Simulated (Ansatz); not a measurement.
Mulliken charges of C2H3F2I, SMILES `FCC(F)I` from B3LYP/def2-TZVPP in Ansatz (PBE0-D4/def2-TZVP geometry).

```tsv
atom	x (Å)	y (Å)	z (Å)	charge (e)
F1	0.019	-1.091	1.508	-0.233
C2	0.373	-0.025	0.711	0.066
C3	-0.390	-0.110	-0.581	0.094
F4	-0.012	-1.199	-1.293	-0.189
I5	0.001	1.677	-1.718	-0.061
H6	0.123	0.903	1.231	0.095
H7	1.448	-0.071	0.519	0.104
H8	-1.469	-0.142	-0.432	0.124
```

**Question.** By hand: the dipole of these point charges (1 e Å = 4.8032 D).

**Answer.** Σ q r = (-0.034, 0.427, 0.107) e Å, of length 0.442 e Å = 2.12 D.

**Question.** How does the dipole of the full density compare? (Estimate.)

**Answer.** Computed: (-0.038, 0.291, 0.099) e Å, 1.49 D; the point charges give 1.42 times that, at 5° from its direction.

Point charges leave out the atoms' own dipoles, such as those of lone pairs, and Mulliken's split depends on the basis, so the two needn't agree.

B3LYP here is the variant with VWN-RPA as its local correlation; programs differ in this.
